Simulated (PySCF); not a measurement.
Compound: CH₈ClO₂Si₃ (doublet state).
Geometry (GFN2-xTB, Å), atoms numbered from 1 in this order:
```xyz
15
CH8ClO2Si3 angstrom
C      0.1473   -2.2773    0.8157
Si    -0.0539   -1.1357   -0.6240
O     -1.3800   -0.2249   -0.4444
Si    -2.1861    1.0665    0.1124
O      1.2635   -0.1769   -0.7249
Si     2.1021    1.1359   -0.3299
Cl     2.2070    1.2943    1.6643
H     -0.6912   -2.7509    1.2940
H      1.1120   -2.6077    1.1579
H     -0.1587   -1.7112   -1.9580
H     -1.3686    2.2672   -0.0666
H     -2.4744    0.8346    1.5274
H     -3.3892    1.0918   -0.7159
H      1.4388    2.3218   -0.8544
H      3.4271    0.8807   -0.8755
```

The hyperfine couplings belong to this conformer and change with its torsions.

As a line formula: `[CH2][Si@@H](O[SiH3])O[SiH2]Cl` [radical].

Computed with UKS B3LYP, pcH-1 on C Cl H O Si, non-relativistic, mean-field spin-orbit, GIAO in PySCF. One conformer (not necessarily the lowest) at the GFN2-xTB geometry, without solvent, vibrations or thermal averaging. GFN2-xTB frequencies show an imaginary mode (35i cm⁻¹), so this geometry is no minimum at that level. The geometry wasn't refined by DFT: couplings that depend on bond lengths, twists or pyramidal angles can differ widely from those at the functional's own minimum. Stability of the SCF solution: not tested.

**Question.** Break the g tensor into its mass correction, gauge correction and orbital-Zeeman/spin–orbit terms.

**Answer.** 
| Δg (ppm) | 1 | 2 | 3 |
| --- | --- | --- | --- |
| relativistic mass correction | -124 | -124 | -124 |
| gauge correction | 6 | 29 | 34 |
| orbital Zeeman/spin–orbit | 24 | 416 | 706 |
| total | -94 | 321 | 615 |

So g = 2.00222, 2.00264, 2.00293 and g_iso = 2.00260; the tensor is rhombic: the two nearest values differ by 41 % of g3 − g1. Axes: g3 points within 6° of the C1–Si2 bond.

**Question.** What are the electron Larmor frequencies g μB B/h along the three axes at 1200 mT?

**Answer.** 33.6284, 33.6353, 33.6403 GHz for g1, g2 and g3, a range of 11.9 MHz.

**Question.** What effective moment and Curie constant follow for a powder?

**Answer.** With the mean of g² = 4.0104 and S(S+1) = 0.75: μ_eff = √(⟨g²⟩S(S+1)) = 1.734 μB and χT = 0.12505·⟨g²⟩·S(S+1) = 0.376 cm³ K/mol (cgs; spin-Hamiltonian part alone).

**Question.** In a frozen sample, at which fields do the three g values resonate at 9.5, 34, 94 and 263 GHz (hyperfine left aside), and which band first spreads them over more than twice a line width of 1.0 mT?

**Answer.** 
```
band    GHz  B(g3) mT  B(g2) mT  B(g1) mT  spread mT
   X    9.5    338.88    338.93    339.00       0.12
   Q   34.0   1212.83   1213.01   1213.26       0.43
   W   94.0   3353.12   3353.62   3354.31       1.19
   J  263.0   9381.61   9382.99   9384.94       3.32
```

The spread grows in proportion to the frequency. J band is the first where it exceeds 2.0 mT.

The largest Mulliken spin population is on C1 (+1.05). The angles at C1 add up to 359.6°, so it is planar; its axial dipolar tensor and the negative couplings of its protons fit spin in a p orbital normal to that plane.

The HOMO–LUMO gaps are 6.96 eV among the α and 5.38 eV among the β orbitals.
